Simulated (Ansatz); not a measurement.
`F[Si](F)([SiH3])[SiH3]` + H₂O → `O[Si](F)(F)[SiH3]` + SiH₄ at 600 K and 1 bar (formal hydrolysis of the Si–Si bond).

Calculated with Ansatz (gas phase, PBE0-D4/def2-TZVP geometries, no zero-point term in ΔE). CBS: MP2 limit from def2 TZ/QZ plus the TZ coupled-cluster correction, frozen cores. This one scheme is used for every species. One conformer a species, not always the lowest.

```
                 species  CCSD(T)/CBS energy (Eh)  H − E (kJ/mol)  S (J/(mol·K))
`F[Si](F)([SiH3])[SiH3]`              -1070.54606           223.8          506.0
                     H₂O                -76.37941            76.8          212.8
     `O[Si](F)(F)[SiH3]`               -855.51273           184.0          456.3
                    SiH₄               -291.46306           108.7          242.3
```

H − E and S are ideal-gas, rigid-rotor, harmonic terms from PBE0-D4/def2-TZVP, for one conformer and one mirror image of each species. 1 Eh = 2625.50 kJ/mol, R = 8.31446 J/(mol·K).

By hand: ΔE, ΔH, ΔS and ΔG.

ΔE = (-855.51273) + (-291.46306) − (-1070.54606) − (-76.37941) = -0.05032 Eh = -132.1 kJ/mol. Δ(H − E) = 184.0 + 108.7 − 223.8 − 76.8 = -7.9, so ΔH = -140.0 kJ/mol. ΔS = 456.3 + 242.3 − 506.0 − 212.8 = -20.2 J/(mol·K). ΔG = -140.0 − 600 × (-20.2)/1000 = -127.9 kJ/mol.

By hand: the equilibrium constant, and the temperature at which ΔG would vanish if ΔH and ΔS stayed fixed.

log₁₀ K = −ΔG/(RT ln 10) = 11.1. ΔG = 0 at ΔH/ΔS = 6931 K, far beyond where these terms or the molecules hold.

ΔH outweighs TΔS. A doubt of 5 kJ/mol in ΔE shifts log₁₀ K by 0.4 here. Other conformers and mirror images would add mixing entropy, several J/(mol·K) or more a flexible species. These are equilibria of isolated gas molecules and say nothing of rates. Largest T1 diagnostic: 0.013 (customary marks: 0.02 for closed shells, 0.045 for open ones).
